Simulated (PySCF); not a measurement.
CrO3, SMILES [O]=[Cr](=[O])=[O], multiplicity 1. Heavy atoms are numbered as in [Cr:1](=[O:2])(=[O:3])=[O:4].

Coordinates come from a PBE0-D3(BJ)/def2-SVP optimisation. The multiplicity is an assumed one; other spin states were not compared. The isomer is the one that the SMILES or the coordinates give; other isomers of the formula were not compared.

Level of theory: KT2/pcSseg-2 run with PySCF.

GIAO shieldings, no solvent; atoms alike by connectivity are averaged. δ = σ(ref) − σ: ¹⁷O against H2O (σ = 324.0 ppm), references at their B3LYP-D3(BJ)/def2-TZVP geometries, non-relativistic.

| nucleus | atoms | count | δ (ppm) |
|---|---|---|---|
| ¹⁷O | O2 | 3 | 1396.5 |
